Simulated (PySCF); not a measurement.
Species: C6H7O3 (doublet state).
Structure used (GFN2-xTB), in Å, numbered top down from 1:
```xyz
16
C6H7O3 angstrom
O     -1.9609   -0.3808   -2.1754
C     -1.3526   -0.1062   -1.1611
C      0.0759   -0.1086   -1.0106
C      0.6581   -0.1569    0.2209
C      2.1478   -0.1565    0.4669
O      2.9110    0.1058   -0.6734
O     -0.0557   -0.2952    1.3490
C     -1.3834   -0.1948    1.3070
C     -2.0960    0.3151    0.1256
H      0.6884   -0.1765   -1.8940
H      2.4614   -1.1462    0.8164
H      2.3664    0.5649    1.2713
H      2.6571    0.9599   -1.0414
H     -1.8739   -0.5989    2.1748
H     -2.1219    1.4171    0.1090
H     -3.1292   -0.0334    0.1037
```

The hyperfine couplings belong to this conformer and change with its torsions.

As a line formula: `O=C1C=C(CO)O[CH]C1` [radical].

Computed, not measured: PySCF, UKS B3LYP, pcH-1 on C H O, non-relativistic, mean-field spin-orbit, GIAO. One conformer (not necessarily the lowest) at the GFN2-xTB geometry, without solvent, vibrations or thermal averaging. A GFN2-xTB geometry isn't a minimum of the functional, and hyperfine couplings can be far from their values at a DFT geometry. No stability test was run, so a lower SCF solution isn't excluded.

Largest spin populations (Mulliken): C8 (+0.85), C3 (+0.09), H15 (+0.08) and C9 (-0.08). No atom but C8 exceeds +0.15. The angles at C8 add up to 359.8°, so it is planar; its axial dipolar tensor and the negative coupling of its proton fit spin in a p orbital normal to that plane.

(1) Test a(H) = Q·ρ(C) for the protons on planar carbons with a spin population beyond ±0.08.

(2) List the C–H protons on four-coordinate carbons next to a three-coordinate spin centre, with their couplings and θ (C–H bond against the normal to the plane of the centre's neighbours, projected along the bond that joins the two).

Answers

(1) 
| H | C | ρ(C) | a(H) (G) | a/ρ (G) |
| --- | --- | --- | --- | --- |
| H10 | C3 | +0.090 | -2.21 | -24.6 |
| H14 | C8 | +0.849 | -21.66 | -25.5 |

A least-squares line through the origin gives Q = -25.5 G with Mulliken populations.

(2) 
| β H | on | centre | θ (°) | cos²θ | a (G) |
| --- | --- | --- | --- | --- | --- |
| H15 | C9 | C8 | 10 | 0.97 | +64.44 |
| H16 | C9 | C8 | 70 | 0.12 | +11.21 |

Couplings in gauss use g_iso = 2.0033.

Hardware: one thread, Arm Neoverse V1 (aarch64), no GPU, shared host with 64 logical CPUs at a one-minute load of 17. Cost: 89 s wall (grids of density and orbitals included), 0.98 GiB resident at most.
